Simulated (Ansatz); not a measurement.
System: H6Si2O, charge 0, singlet. H6Si2O (SMILES O([SiH3])[SiH3]).
B3LYP-D3(BJ)/def2-TZVP minimum from Ansatz (a first-principles code):
```
O
Si 1 1.6366
Si 1 1.6366 2 149.58
H 3 1.4780 1 108.36 2 179.39
H 2 1.4780 1 108.36 3 -179.65
H 3 1.4817 4 109.63 1 -120.18
H 2 1.4817 5 109.63 1 120.18
H 2 1.4817 5 109.64 7 119.64
H 3 1.4817 4 109.63 6 -119.64
```

Quantity: atomisation energy (electronic, to ground-state atoms), in kcal/mol. Radicals and triplets start from unrestricted determinants; spin-orbit coupling is neglected. CBS(X,Y): correlation extrapolated as X^-3, Hartree-Fock from the larger set. A bracket is a step between two methods taken in the basis named. The functionals are non-relativistic, so their misses hold any scalar relativity. 'core' is core correlation in cc-pwCVTZ (1s frozen past Ne), 'X2C' scalar relativity in cc-pVTZ-DK, both at CCSD(T). Where a partner has so few electrons that a lower coupled-cluster level is exact, that level stands in.

CCSD(T)/CBS(cc-pV(T+d)Z,cc-pV(Q+d)Z) + [CCSDT(Q) - CCSD(T)]/cc-pV(D+d)Z + core + X2C (Ansatz) gives 699.0 kcal/mol.

Q: What does PBE/def2-TZVPD (Ansatz) give here, and how do the other levels compare?

A: PBE gives 679.1 kcal/mol, 19.9 kcal/mol below it. Differences of the others: B3LYP/def2-TZVPD (Ansatz) -10.1; PBE0/def2-TZVPD (Ansatz) -21.9; CCSD(T)/CBS(cc-pV(T+d)Z,cc-pV(Q+d)Z) + core + X2C (Ansatz) -0.3 kcal/mol. Nearer than PBE: B3LYP/def2-TZVPD, CCSD(T)/CBS(cc-pV(T+d)Z,cc-pV(Q+d)Z) + core + X2C.
